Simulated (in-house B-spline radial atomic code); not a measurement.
Ionising neutral thallium with different functionals

Computed with a radial B-spline atomic code at the basis-set limit: scalar-relativistic (spin-free X2C) Hamiltonian, Fermi nucleus of rms radius 5.4759 fm, spin-polarised at highest spin, spherical fractional occupations for the functionals, the average over the highest-spin determinants for Hartree-Fock. The ionisation energy is the difference of two self-consistent energies, [Xe] 4f14 5d10 6s2 6p1 → [Xe] 4f14 5d10 6s2, without Breit or QED terms; ε is the level of the shell that loses the electron (its least bound occupied spin orbital). There is no spin-orbit coupling in this Hamiltonian.

Hybrids are left out here: with spherical fractional occupations of an open shell their exact exchange keeps a self-interaction that integer-occupation calculations don't have.

| method | rung | ΔSCF (eV) | -ε(6p) (eV) |
| --- | --- | --- | --- |
| Hartree-Fock | Hartree-Fock | 4.93 | 5.09 |
| LDA VWN5 | LDA | 5.57 | 2.80 |
| LDA PW92 | LDA | 5.56 | 2.79 |
| LDA exchange-only | LDA | 4.75 | 2.15 |
| PBE | GGA | 5.35 | 2.63 |
| PBEsol | GGA | ? | ? |
| BLYP | GGA | 5.32 | 2.52 |
| RPBE | GGA | 5.27 | 2.56 |
| PW91 | GGA | 5.41 | 2.68 |
| BP86 | GGA | 5.48 | 2.77 |
| AM05 | GGA | 5.30 | 2.60 |
| OLYP | GGA | ? | ? |
| TPSS | meta-GGA | 5.19 | 2.53 |
| SCAN | meta-GGA | 5.43 | 2.78 |
| r2SCAN | meta-GGA | 5.24 | 2.69 |
| revTPSS | meta-GGA | 5.17 | 2.53 |

(1) What does OLYP give?

(2) What does PBEsol give?

(3) How do they compare with the NIST value?

Results:

(1) ΔSCF 5.06 eV, and -ε(6p) = 2.32 eV.

(2) ΔSCF 5.35 eV, and -ε(6p) = 2.65 eV.

(3) NIST lists 6.108 eV (measured, ground level to ground level). Errors run from -1.36 to -0.54 eV. The correlated functionals all miss on the same side by more than they spread, so the cause is common to them (spin-orbit coupling, Breit-QED terms, multiplet and fine-structure energies, or a listed next ion that isn't the cheapest removal here) and closeness doesn't rank the functionals. Hartree-Fock also lacks correlation.
